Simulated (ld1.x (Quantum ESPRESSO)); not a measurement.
**holmium (Ho), TM: configuration errors across variants**

ld1.x (Quantum ESPRESSO) 7.5 input, shortened:

```
&input
   title='Ho', zed=67., rel=1, dft='WC', iswitch=3,
   config='[Xe] 4f10 5d1 6s2 6p0'
 /
 &inputp
   pseudotype=2, tm=.true., lloc=-1, rcloc=1.10,
   nlcc=.false.
 /
4
6S  1  0   2.00   0.00  2.40  2.40  0.0
6P  2  1   0.00   0.00  3.00  3.00  0.0
5D  3  2   1.00   0.00  2.50  2.50  0.0
4F  4  3  10.00   0.00  1.20  1.20  0.0
 &test
   configts(1)='4f10 5d1 6s2 6p0'
 /
```

All-electron excitation energies from the reference (eV): (1) 4f11 5d0 6s2 6p0 -4.601; (2) 4f11 5d0 6s1 6p0 1.705; (3) 4f11 5d0 6s0 6p0 13.341; (4) 4f10 5d0 6s0 6p0 39.345; (5) 4f11 5d1 6s1 6p0 -1.805; (6) 4f10 5d0 6s2 6p0 5.775; (7) 4f11 5d0 6s0 6p2 1.038.

Tests that are not counted but printed errors over 1 eV. “wave 6p (bound): rc 3.00 bohr becomes 6p (bound): rc 2.08 bohr”: 4f11 5d0 6s0 6p2 (solver errors, printed error -1853 eV). “wave 4f (bound): rc 1.20 bohr becomes 4f (bound): rc 0.86 bohr”: 4f11 5d1 6s1 6p0 (solver errors, printed error -1894 eV).

2 further variants failed, have other tests or another functional or relativity, and are left out.

A true bound ghost makes a file unfit for plane-wave use even where its test errors are small: the radial tests pick states by their node count and pass the ghost by. Where a test does run into it, the solver fails or the error is huge.

Errors AE − PS in meV (a dash: test not solved or not reliable):

| change | (1) | (2) | (3) | (4) | (5) | (6) | (7) | bound ghosts |
| --- | --- | --- | --- | --- | --- | --- | --- | --- |
| base | -560 | -549 | -300 | +305 | -667 | +40 | -330 | s, p |
| wave 6p (bound): rc 3.00 bohr becomes 6p (bound): rc 2.08 bohr | -560 | -549 | -300 | +305 | -667 | +40 | – | p, s |
| wave 4f (bound): rc 1.20 bohr becomes 4f (bound): rc 0.86 bohr | -580 | -575 | -334 | +300 | – | +38 | -361 | s, p |
| wave 5d (bound): rc 2.50 bohr becomes 5d (bound): rc 2.20 bohr | -557 | -547 | -297 | +304 | -665 | +39 | -328 | s, p |

Problem. Give the same row for: core correction a·sin(br)/r model core inside 1.36 bohr.

Solution. -625, -616, -607, -333, -723, -67, -510; bound ghosts: s, p.
